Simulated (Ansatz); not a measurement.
Ansatz (a quantum-chemistry and plane-wave program) input (CCSD(T)/def2-SVPD):

Ansatz 0.2 input:
```yaml
crystal:
  periodic: [false, false, false]
  atoms:
    - {symbol: Zr, position_ang: [-0.00000000, -0.00000000, 0.00000000]}
    - {symbol: Cl, position_ang: [2.22265210, -0.41543655, -0.61614282]}
    - {symbol: Cl, position_ang: [-0.88809796, -0.99736013, 1.92586517]}
    - {symbol: Cl, position_ang: [-1.33455414, 1.41279668, -1.30972235]}
basis:
  gaussian:
    orbitals: def2-SVPD
magnetization: {spin_polarized: true, initial_magnetization: 1}
correlation: {method: ccsd_t, electrons: outside_noble_gas}
output: {forces: true}
```

End of the output:

```
cycle   7  -14.65582000 eV  change   -3.7e-5 eV  update   8.2e-5
cycle   8  -14.65582983 eV  change   -9.8e-6 eV  update   2.6e-5
cycle   9  -14.65583457 eV  change   -4.7e-6 eV  update   8.6e-6
cycle  10  -14.65583563 eV  change   -1.1e-6 eV  update   2.5e-6
cycle  11  -14.65583594 eV  change   -3.1e-7 eV  update   9.7e-7
cycle  12  -14.65583604 eV  change   -9.9e-8 eV  update   4.0e-7
perturbative correction -0.49876627 eV, -0.0183293224 hartree
the calculation of the forces begins
mean field evaluation 288: about -38772.2452 eV, gradient 6.3e-1 eV
Total energy: -38787.56467971 eV, -1425.4167108237 hartree
Atom 0 at    -0.000000    -0.000000     0.000000 Å, force    -0.000000     0.000000     0.000000 eV/Å
Atom 1 at     2.222652    -0.415437    -0.616143 Å, force     0.403868    -0.075487    -0.111956 eV/Å
Atom 2 at    -0.888098    -0.997360     1.925865 Å, force    -0.161372    -0.181226     0.349940 eV/Å
Atom 3 at    -1.334554     1.412797    -1.309722 Å, force    -0.242495     0.256713    -0.237983 eV/Å
Dipole moment:     0.000000    -0.000000    -0.000000 e Å
```

The spin state was set by rule; other spins were not relaxed.
